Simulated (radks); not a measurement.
Values are calculated unless marked as measured or tabulated.
Species: Ta IV. Configuration: [Xe] 4f14 5d2 (the NIST ground configuration). Level of theory: Dirac Kohn-Sham, LDA (Slater exchange, Perdew-Wang correlation), spin-unpolarised, spherical densities, point nucleus; open shells fill j = l - 1/2 first (a radial shooting solver on a logarithmic mesh with Libxc functionals).

Spin-orbit splittings of the eigenvalues, e(l+1/2) - e(l-1/2), with zeta = 2 splitting/(2l+1) and mean radii in bohr:

shell  occ.  splitting (eV)  zeta (eV)  <r> j=l-1/2  <r> j=l+1/2
2p        6            1269      845.9      0.06489      0.07273
3p        6               ?          ?       0.1944       0.2090
3d       10           59.53      23.81       0.1830       0.1875
4p        6           63.11      42.08       0.4645       0.4979
4d       10           11.59      4.637       0.5167       0.5282
4f       14           1.989     0.5684       0.6320       0.6426
5p        6           9.007      6.005        1.209        1.310
5d        2          0.8235     0.3294        1.817        1.863

Estimate the 3p splitting.

Answer. 273.1 eV (zeta = 182.1 eV).
